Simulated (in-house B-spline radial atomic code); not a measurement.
## Solving the quasi-particle equation for 5s up of Te5+

Configuration [Kr] 4d10 5s1, highest spin, start PBE0; correlation leaves out the 5 deepest shells. Computed with a B-spline radial code for spherical atoms: all electrons, scalar-relativistic (spin-free one-electron X2C), finite nucleus, each spin shell either full or empty, empty states to l = 9 with an (l + 1/2)⁻⁴ tail; G0W0 by contour deformation at full frequency.

At the mean-field level ε = -66.713 eV the matrix elements are Σx = -19.95 eV, v_xc = -17.454 eV and Σc(ε) = -2.297 eV, and the slope of the correlation self-energy is dΣc/dω = -0.0308. The quasi-particle energy solves E = ε + Σx − v_xc + Σc(E).

(1) What does the linearised equation give?

(2) How does that compare with the full solution and with static screening?

Answers

(1) Z = 1/(1 − dΣc/dω) = 1/1.0308 = 0.9701. The first-order shift is Σx − v_xc + Σc(ε) = -19.95 − (-17.454) + (-2.297) = -4.793 eV, so E ≈ ε + Z × shift = -66.713 + 0.9701 × (-4.793) = -71.363 eV.

(2) Solving the equation at full frequency dependence gives E = -71.370 eV, where Σc = -2.161 eV and the weight is 0.973; the linearised value is off by 7 meV. Leaving Z out would give -71.506 eV. Static COHSEX puts -3.835 eV in place of Σc and gives -73.044 eV, 1.67 eV deeper.
